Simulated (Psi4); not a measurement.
Pair of molecules: C2H4 (SMILES C=C) (first 6 atoms) with H2 (SMILES [H][H]); geometry from B3LYP-D3(BJ)/def2-TZVP, rigid monomers moved along the line of their centres of mass till C2···H7 is 5.46 Å.
(charge 0, multiplicity 1):
```xyz
8

C      0.4094     0.5515    -0.3288
C     -0.1351    -0.6137    -0.0115
H      1.4820     0.7026    -0.3114
H     -0.1950     1.4026    -0.6185
H     -1.2077    -0.7648    -0.0283
H      0.4692    -1.4647     0.2788
H     -0.7246     0.1981     5.3541
H     -0.8612     0.1613     6.0854
```

Level of theory: SAPT0/jun-cc-pV(D+d)Z (Psi4).

**Question.** Which attractive term is largest, and how does the interaction split up?

**Answer.** electrostatics -0.02, exchange 0.00, induction 0.00, dispersion -0.01, total -0.04 kcal/mol; the largest attraction is electrostatics.
